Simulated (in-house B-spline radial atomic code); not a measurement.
Orbital energies and mean radii along the 11-electron series, configuration [Ne] 3s1. The effective charge is n√(-2ε), a non-relativistic measure. Computed with a B-spline radial code for spherical atoms: Dirac-Hartree-Fock, average of the configuration, finite nuclei.

```tsv
ion	Z	energy of 2s1/2 (Eh)	mean radius of 2s1/2 (bohr)	energy of 3s1/2 (Eh)	mean radius of 3s1/2 (bohr)	effective charge of 2s1/2
Mg+	12	-4.0985	0.68888	-0.54227	2.8361	5.7261
Al2+	13	-5.672	0.61803	-1.0329	2.2321	6.7361
Si3+	14	-7.5108	0.56017	-1.6449	1.8661	7.7515
P4+	15	-9.6101	0.51207	-2.3745	1.6133	8.7682
S5+	16	-11.968	0.47149	-3.22	1.4255	9.7848
Cl6+	17	-14.583	0.43678	-4.1804	1.2792	10.801
Ar7+	18	?	?	?	?	?
K8+	19	-20.586	0.38058	-6.4442	1.0644	12.833
Ca9+	20	-23.973	0.3575	-7.7472	0.98275	13.849
Sc10+	21	?	?	?	?	?
Ti11+	22	-31.525	0.31871	-10.696	0.85272	15.881
V12+	23	-35.689	0.30226	-12.342	0.8	16.897
Cr13+	24	?	?	?	?	?
Mn14+	25	-44.801	0.27387	-15.977	0.7121	18.932
```

Question: Fill in the row of Ar7+.

Answer: energy of 2s1/2 (Eh): -17.456; mean radius of 2s1/2 (bohr): 0.40678; energy of 3s1/2 (Eh): -5.2552; mean radius of 3s1/2 (bohr): 1.1615; effective charge of 2s1/2: 11.817.

Question: Fill in the row of Sc10+.

Answer: energy of 2s1/2 (Eh): -27.62; mean radius of 2s1/2 (bohr): 0.33701; energy of 3s1/2 (Eh): -9.1644; mean radius of 3s1/2 (bohr): 0.91303; effective charge of 2s1/2: 14.865.

Question: Fill in the row of Cr13+.

Answer: energy of 2s1/2 (Eh): -40.115; mean radius of 2s1/2 (bohr): 0.28738; energy of 3s1/2 (Eh): -14.102; mean radius of 3s1/2 (bohr): 0.75348; effective charge of 2s1/2: 17.914.

Question: How does the screening of 2s1/2 change?

Answer: Z less the effective charge goes from 6.27 at Z = 12 to 6.07 at Z = 25.
